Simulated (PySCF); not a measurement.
**Ce(III) with more and more NH3**

Computed with PySCF 2.14.0, PBE0, def2-SVP on the ligands, density fitting, scalar-relativistic core potentials, no spin-orbit coupling, vacuum. The metal has lcecp-1-SVP with ECP47. Each complex is relaxed within the symmetry of its template. Distances are means of the shortest metal–ligand contacts, charges and spins Mulliken's; removal energies are rigid, with the ligand's formal charge and no counterpoise, so too large; for an anion taken off a cation in vacuum most of it is the attraction of opposite charges, and multiply charged cations can part far more cheaply with an electron moved from ligand to metal. lcecp potentials hold a fixed number of 4f electrons in the core, out of states, spins and gaps.

```json
{"complex": "[Ce(NH3)]3+", "point group": "C3v", "M–NH3 (Å)": "2.454", "charge on M (e)": "2.53", "removal of one NH3 (eV)": "5.09", "strongest infrared band, degenerate modes summed (cm⁻¹)": "–", "unstable modes (below −25 cm⁻¹)": "0"}
{"complex": "[Ce(NH3)6]3+", "point group": "Ci", "M–NH3 (Å)": "2.679", "charge on M (e)": "1.41", "removal of one NH3 (eV)": "2.38", "strongest infrared band, degenerate modes summed (cm⁻¹)": "–", "unstable modes (below −25 cm⁻¹)": "not given"}
```

Problem. What does the calculation give for [Ce(NH3)3]3+?

Solution. point group: C3, M–NH3 (Å): 2.534, charge on M (e): 1.93, removal of one NH3 (eV): 3.67, strongest infrared band, degenerate modes summed (cm⁻¹): 3358, unstable modes (below −25 cm⁻¹): 0.
```xyz
13

Ce    0.0000    0.0000    0.7514
N     2.4220   -0.0008    0.0059
H     3.1048   -0.2563    0.7427
H     2.6658   -0.6504   -0.7630
H     2.7879    0.9056   -0.3363
N    -1.2103    2.0979    0.0059
H    -1.3304    2.8170    0.7427
H    -0.7696    2.6339   -0.7630
H    -2.1782    1.9616   -0.3363
N    -1.2117   -2.0971    0.0059
H    -1.7744   -2.5607    0.7427
H    -1.8962   -1.9834   -0.7630
H    -0.6097   -2.8672   -0.3363
```

The more ligands, the longer each bond and the weaker the last ligand is held.

Moved off a saddle point of the template and relaxed again: [Ce(NH3)3]3+. One start shape was tried for each, so a minimum needn't be the lowest isomer.
